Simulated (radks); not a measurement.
Q: Neutral lithium, [He] 2s1. All-electron calculation, non-relativistic Kohn-Sham, r2SCAN, spin-polarised, spherical densities, point nucleus; meta-GGA in the generalised Kohn-Sham scheme. Program: a radial shooting solver on a logarithmic mesh with Libxc functionals. Every spin shell is full or empty, so the densities are truly spherical. Functionals are evaluated on that one density, not self-consistently. Rank these exchange functionals by their error against the exact value of the orbitals, and give that value: LDA, B88, revPBE, PW91, PW86, OPTX, WC, SOGGA, B86b, EV93, TPSS, revTPSS, r2SCAN, MS2, TASK.

A: Exact: -1.77731 hartree. From best to worst, with 100 (|E| - |E exact|)/|E exact| (equal figures are ties): OPTX +0.02, r2SCAN +0.13, revPBE +0.19, B88 -0.21, B86b -0.29, revTPSS +0.31, TPSS +0.42, MS2 +0.56, PW86 +0.57, TASK -0.67, PW91 -0.88, WC -3.28, EV93 +4.77, SOGGA -5.79, LDA -13.58.
